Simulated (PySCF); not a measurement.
Gas-phase thermal properties of CrO₃

Computed with PySCF (xtb for GFN2) and rigid-rotor harmonic-oscillator thermochemistry at 1 bar. The comparison is the NASA 1993 polynomial table, which mixes measured and estimated data. S°(298 K) at PBE0/def2-TZVP differs from the NASA 1993 table for CrO₃ (+11 J/mol/K); whether the harmonic model or the table's entry is off was not settled. 6-31G* has spherical d functions here. All species are closed-shell singlets. B3LYP is the form with VWN-RPA correlation. The harmonic model lacks anharmonicity and excited electronic states, which grow with temperature; levels with a mode under 35 cm⁻¹ are left out. Strong static correlation: CrO₃. The table's entry may be an old estimate for CrO₃ (not checked at source).

```tsv
level	point group	σ	ZPE (kJ/mol)	S°298 (J/mol/K)	Cp298 (J/mol/K)	S°1000 (J/mol/K)	H1000 − H298 (kJ/mol)
table	-	-	-	266.2	56.1	350.4	50.4
B3LYP/6-31G*	C3v	3	25.7	276.8	56.9	360.0	49.7
GFN2-xTB	C3v	3	22.4	276.6	59.5	362.8	51.4
HF/6-31G*	C3v	3	27.1	278.4	55.8	360.3	49.0
PBE/def2-SVP	C3v	3	25.0	275.7	57.2	359.6	50.1
PBE0/def2-TZVP	C3v	3	25.5	276.8	57.0	360.1	49.8
```
σ: rotational symmetry number. Electronic degeneracy used: 1. Frequencies are unscaled.
